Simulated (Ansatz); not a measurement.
Start from `[SH][Zr]([SH])([SH])[Cl]` and change one element to get `[SH][Hf]([SH])([SH])[Cl]`.

Ansatz, PBE0-D4/def2-TZVP geometries, multiplicity 1. Each molecule was computed in one conformer, which needn't be the lowest.

Elements past krypton have def2 core potentials.

| property | `[SH][Zr]([SH])([SH])[Cl]` |
| --- | --- |
| LUMO energy (PBE0/def2-TZVPP) / eV | -2.45 |
| HOMO energy (PBE0/def2-TZVPP) / eV | -8.00 |
| size of the dipole moment (B3LYP/def2-TZVPP) / D | 1.21 |
| zero-point energy (PBE0-D4/def2-TZVP) / kJ/mol | 71.9 |
| HOMO–LUMO gap (PBE/def2-TZVPP) / eV | 3.59 |
| ideal-gas entropy at 298 K and 1 bar (rigid rotor, harmonic PBE0-D4/def2-TZVP) / J/(mol·K) | 433 |

**Question.** Give the same properties after the change, and the shifts. (Estimate.)

**Answer.** Ansatz gave: 
| property | `[SH][Hf]([SH])([SH])[Cl]` | shift |
| --- | --- | --- |
| LUMO energy (PBE0/def2-TZVPP) / eV | -2.05 | 0.40 |
| HOMO energy (PBE0/def2-TZVPP) / eV | -7.99 | 0.01 |
| size of the dipole moment (B3LYP/def2-TZVPP) / D | 1.17 | -0.04 |
| zero-point energy (PBE0-D4/def2-TZVP) / kJ/mol | 71.4 | -0.5 |
| HOMO–LUMO gap (PBE/def2-TZVPP) / eV | 3.95 | 0.36 |
| ideal-gas entropy at 298 K and 1 bar (rigid rotor, harmonic PBE0-D4/def2-TZVP) / J/(mol·K) | 440 | 7 |

Dipoles are sizes alone; their direction can turn.

B3LYP here is the variant with VWN-RPA as its local correlation; programs differ in this.
